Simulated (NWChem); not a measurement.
System: TiF3, doublet; SMILES [Ti]([F])([F])[F]

Input file for NWChem:

```
start job
memory heap 200 mb stack 900 mb global 1100 mb
geometry units angstroms noautoz
  Ti     0.000000     0.000000     0.000000
  F     -1.687108     0.504913     0.000000
  F      1.280822     1.208622     0.000000
  F      0.406286    -1.713535     0.000000
end
basis spherical
  Ti library 6-31g*
  F library 6-31g*
end
dft
  odft
  mult 2
  xc mpw1k
  iterations 150
  mulliken
end
task dft energy
```

In the optimisation the excess spin sits in a' (C3h, its own frame). Coordinates come from a PBE-D3(BJ)/def2-SVP, spin-unrestricted optimisation. The spin multiplicity was typed, not searched, and may not be the lowest. No stability test was run on the SCF state.

Problem. What results follow from this input? (MPW1K/6-31G* (spherical d), spin-unrestricted.) Quantities: energy (Ha); highest occupied level (eV); lowest empty minus highest occupied level, either spin (eV); <S²>.

Solution. 
| Item | Value |
|---|---|
| energy (Ha) | -1149.04 |
| highest occupied level (eV) | -8.38 |
| lowest empty minus highest occupied level, either spin (eV) | 7.16 |
| <S²> | 0.753 |
